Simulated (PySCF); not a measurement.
C5H12O3S.
Atom-mapped SMILES: `[CH3:1][CH:2]([CH3:3])[CH2:4][CH2:5][S:6](=[O:7])(=[O:8])[OH:9]` (hydrogens: H10, H11, H12 on C1; H13 on C2; H14, H15, H16 on C3; H17, H18 on C4; H19, H20 on C5; H21 on O9)

Torsions of this conformer, `[CH3:1][CH:2]([CH3:3])[CH2:4][CH2:5][S:6](=[O:7])(=[O:8])[OH:9]`: C1–C2–C4–C5 55°, C2–C4–C5–S6 58°, C4–C5–S6–O7 51°, H–O9–S6–C5 121°.

The closed-shell ground state was solved at several levels (PySCF, density fitting, gas phase, non-relativistic). One conformer (not necessarily the lowest) at the PBE0-D3(BJ)/def2-SVP geometry, without solvent, vibrations or thermal averaging.

```csv
level,basis functions,HOMO (eV),LUMO (eV),gap (eV),dipole (D)
PBE0/pcSseg-1,220,-8.84,0.82,9.66,3.31
HF/pcSseg-1,220,-12.44,3.83,16.27,3.81
```

Question: What might CAM-B3LYP/def2-SVPD (292 basis functions) give for the same quantities?

Answer: HOMO -10.37 eV, LUMO 0.58 eV, gap 10.95 eV, dipole 3.48 D.

Question: Over all these levels, which gives the widest orbital gap and which the narrowest?

Answer: HF/pcSseg-1 (Hartree–Fock, all exact exchange) has the widest, 16.27 eV, and PBE0/pcSseg-1 (global hybrid, 25 % exact exchange) the narrowest, 9.66 eV. The two share the basis. From the narrowest to the widest the HOMO moves by -3.60 eV and the LUMO by +3.01 eV. The HOMO need not be the same orbital at Hartree–Fock and at DFT levels.

Question: How far do the dipole and the HOMO energy spread over the levels?

Answer: The dipole runs from 3.31 to 3.81 D (mean 3.53 D) and the HOMO from -12.44 to -8.84 eV.
